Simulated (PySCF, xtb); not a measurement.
N-dimethylsilylethanamine (C₄H₁₃NSi), SMILES [SiH](NCC)(C)C. Other conformers were not sampled.

Harmonic wavenumbers (cm⁻¹) from GFN2-xTB (xtb 6.7.1) at its own minimum, in rising order: 34, 46, 106, 124, 152, 174, 200, 226, 305, 371, 480, 609, 661, 676, 745, 779, 789, 829, 831, 839, 876, 998, 1074, 1095, 1174, 1251, 1327, 1375, 1377, 1384, 1403, 1484, 1491, 1492, 1495, 1499, 1501, 1502, 2186, 2846, 2991, 3024, 3029, 3033, 3035, 3037, 3043, 3046, 3048, 3050, 3442.

Q: What does PySCF 2.14.0 with PBE-D3(BJ)/def2-SVP give at its own minimum? (An estimate is asked for; the answer gives what the named calculation found.)

A: 36, 72, 143, 147, 179, 207, 217, 255, 331, 374, 428, 591, 611, 664, 695, 732, 741, 788, 826, 860, 881, 914, 1049, 1080, 1145, 1208, 1215, 1239, 1317, 1342, 1371, 1376, 1379, 1387, 1391, 1412, 1414, 1432, 2145, 2924, 2960, 2965, 2972, 2984, 3048, 3059, 3060, 3064, 3071, 3081, 3513. Paired by order, the mean absolute difference is 46 cm⁻¹ and the zero-point energies are 102.3 and 100.5 kcal/mol.
